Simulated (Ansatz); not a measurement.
`[NH2][InH2]` + `C#C[SiH2]F` → `C#[C][InH][NH2]` + `F[SiH3]` at 700 K and 1 bar (redistribution).

Program: Ansatz. Geometries: PBE0-D4/def2-TZVP. ΔE: electronic, gas phase. CCSD(T)/CBS is the MP2 limit (def2-TZVPP, def2-QZVPP) plus CCSD(T) − MP2 in def2-TZVPP, frozen cores. This one scheme is used for every species. def2 core potentials past Kr. For In outer-core shells are correlated without core-valence functions, which leaves a few kJ/mol of doubt a bond. Each species was taken in one conformer, which may not be the lowest.

```
          species  CCSD(T)/CBS energy (Eh)  H − E (kJ/mol)  S (J/(mol·K))
    `[NH2][InH2]`               -246.90424           144.8          352.6
     `C#C[SiH2]F`               -466.78369           159.3          383.1
`C#[C][InH][NH2]`               -322.96179           198.2          454.5
        `F[SiH3]`               -390.72345           108.4          291.4
```

H − E and S are ideal-gas, rigid-rotor, harmonic terms from PBE0-D4/def2-TZVP, for one conformer and one mirror image of each species. 1 Eh = 2625.50 kJ/mol, R = 8.31446 J/(mol·K).

By hand: ΔE, ΔH, ΔS and ΔG.

ΔE = (-322.96179) + (-390.72345) − (-246.90424) − (-466.78369) = 0.00269 Eh = 7.1 kJ/mol. Δ(H − E) = 198.2 + 108.4 − 144.8 − 159.3 = 2.5, so ΔH = 9.6 kJ/mol. ΔS = 454.5 + 291.4 − 352.6 − 383.1 = 10.2 J/(mol·K). ΔG = 9.6 − 700 × (10.2)/1000 = 2.5 kJ/mol.

By hand: the equilibrium constant, and the temperature at which ΔG would vanish if ΔH and ΔS stayed fixed.

log₁₀ K = −ΔG/(RT ln 10) = -0.2. ΔG = 0 at ΔH/ΔS = 941 K, though so small a ΔH makes that figure unsure.

TΔS isn't small against ΔH here. The sign of ΔG lies within the doubt. A doubt of 5 kJ/mol in ΔE shifts log₁₀ K by 0.4 here. Other conformers and mirror images would add mixing entropy, several J/(mol·K) or more a flexible species. These are equilibria of isolated gas molecules and say nothing of rates. Largest T1 diagnostic: 0.016 (customary marks: 0.02 for closed shells, 0.045 for open ones).
